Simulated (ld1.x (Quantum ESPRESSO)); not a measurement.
## An all-electron radial function and its pseudo partner (gallium)

Columns: radius, all-electron u(r) and pseudo u(r) of the 4s shell (level -8.71 eV) of gallium in the configuration [Ar] 3d10 4s2 4p1; PBE, non-relativistic, TM scheme, ld1.x (Quantum ESPRESSO) 7.5.

```json
{"r (bohr)": "0.093", "all-electron": "-0.1033", "pseudo": "-0.0163"}
{"r (bohr)": "0.185", "all-electron": "-0.1642", "pseudo": "-0.0331"}
{"r (bohr)": "0.278", "all-electron": "0.0340", "pseudo": "-0.0516"}
{"r (bohr)": "0.370", "all-electron": "0.2203", "pseudo": "-0.0720"}
{"r (bohr)": "0.463", "all-electron": "0.3062", "pseudo": "-0.0958"}
{"r (bohr)": "0.555", "all-electron": "0.2944", "pseudo": "-0.1232"}
{"r (bohr)": "0.648", "all-electron": "0.2171", "pseudo": "-0.1557"}
{"r (bohr)": "0.740", "all-electron": "0.1062", "pseudo": "-0.1936"}
{"r (bohr)": "0.833", "all-electron": "-0.0187", "pseudo": "-0.2380"}
{"r (bohr)": "0.925", "all-electron": "-0.1411", "pseudo": "-0.2882"}
{"r (bohr)": "1.018", "all-electron": "-0.2560", "pseudo": "-0.3444"}
{"r (bohr)": "1.110", "all-electron": "-0.3568", "pseudo": "-0.4038"}
{"r (bohr)": "1.203", "all-electron": "-0.4442", "pseudo": "-0.4651"}
{"r (bohr)": "1.295", "all-electron": "-0.5162", "pseudo": "-0.5236"}
{"r (bohr)": "1.388", "all-electron": "-0.5752", "pseudo": "-0.5769"}
{"r (bohr)": "1.480", "all-electron": "-0.6209", "pseudo": "-0.6211"}
{"r (bohr)": "1.573", "all-electron": "-0.6557", "pseudo": "-0.6557"}
{"r (bohr)": "1.665", "all-electron": "-0.6802", "pseudo": "-0.6802"}
{"r (bohr)": "1.758", "all-electron": "-0.6963", "pseudo": "-0.6963"}
{"r (bohr)": "1.850", "all-electron": "-0.7048", "pseudo": "-0.7048"}
{"r (bohr)": "1.943", "all-electron": "-0.7068", "pseudo": "-0.7068"}
{"r (bohr)": "2.035", "all-electron": "-0.7035", "pseudo": "-0.7035"}
{"r (bohr)": "2.128", "all-electron": "-0.6956", "pseudo": "-0.6956"}
{"r (bohr)": "2.220", "all-electron": "-0.6839", "pseudo": "-0.6839"}
{"r (bohr)": "2.313", "all-electron": "-0.6691", "pseudo": "-0.6691"}
{"r (bohr)": "2.405", "all-electron": "-0.6520", "pseudo": "-0.6520"}
```

Q: How many radial nodes do the two functions have?

A: The all-electron 4s function has n − l − 1 = 3 (the table is too coarse to show those close to the nucleus); the pseudo-wave has 0, since the states of the same l below it are removed with the core.

Q: At about which radius was the pseudo-wave matched?

A: 1.65 bohr. The columns agree to 0.0005 from 1.48 bohr on; several derivatives are matched, so the curves merge somewhat inside the radius.

Q: Is the pseudo-wave norm-conserving?

A: Yes: the TM scheme keeps the norm inside the radius equal to the all-electron one, which fixes the energy derivative of the logarithmic derivative at the level.
